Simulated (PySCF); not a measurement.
Molfile (atoms numbered from 1):
```
B2O2
     RDKit          3D

  4  3  0  0  0  0  0  0  0  0999 V2000
   -2.0009   -0.0346   -0.5039 O   0  0  0  0  0  0  0  0  0  0  0  0
   -0.8132   -0.0118   -0.3411 B   0  0  0  0  0  0  0  0  0  0  0  0
    0.8233    0.0175   -0.1170 B   0  0  0  0  0  0  0  0  0  0  0  0
    2.0113    0.0385    0.0447 O   0  0  0  0  0  0  0  0  0  0  0  0
  1  2  2  0
  2  3  1  0
  3  4  2  0
M  END
```

Geometry: PBE0-D3(BJ)/def2-SVP; GIAO absolute shieldings from PySCF 2.14.0 with density-fitted response routines, gas phase, non-relativistic, averaged over equivalent atoms.

At PBE0/pcSseg-1 (68 basis functions, 3.1 s wall time on 1 thread of an Arm Neoverse N1, shared host):
```json
{"atoms": "O1/O4", "σ (ppm)": "-15.1"}
{"atoms": "B2/B3", "σ (ppm)": "88.7"}
```

Q: Predict the values at wB97X-D/pcSseg-2 on the same geometry.

A: 
```tsv
atoms	σ at wB97X-D/pcSseg-2	change
O1/O4	-7.0	+8.1
B2/B3	86.6	-2.1
```

The largest change is at O1/O4 (oxygen bonded to B). Cost: 144 basis functions, 8.1 s wall time on 1 thread of an Arm Neoverse N1, shared host.
